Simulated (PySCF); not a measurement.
## Electronic structure of Pd⁺ (palladium, charge +1) at the LC-wPBE level

Configuration: [Kr] 4d8 5s1, high-spin 4F determinant (an excited configuration). Calculation: PySCF 2.14, in def2-QZVPPD with the def2 core potential (28 electrons); scalar relativity through the core potential.

| Quantity | Value |
| --- | --- |
| Total energy | -127.4686 hartree |
| One-electron energy | -218.2378 hartree |
| Hartree (Coulomb) energy | 103.1497 hartree |
| Exchange-correlation energy | -12.3805 hartree |
| ⟨S²⟩ | 3.7509 |
| ⟨L²⟩ | 12.015 |
| Sum of ⟨r⟩ | 22.26 bohr |
| Sum of ⟨r²⟩ | 36.85 bohr² |

| shell | electrons | mean orbital energy (eV) | spread (eV) | rms radius, mean of both spins (bohr) |
| --- | --- | --- | --- | --- |
| 4s α | 1 | -109.32 | 0 | 1.01 |
| 4s β | 1 | -107.56 | 0 | 1.01 |
| 4p α | 3 | -74.194 | 0 | 1.12 |
| 4p β | 3 | -72.127 | 0 | 1.12 |
| 4d α | 5 | -23.325 | 1.058 | 1.53 |
| 4d β | 3 | -21.829 | 0 | 1.53 |
| 5s α | 1 | -16.051 | 0 | 2.93 |

Energies and moments cover only the electrons outside the core potential.
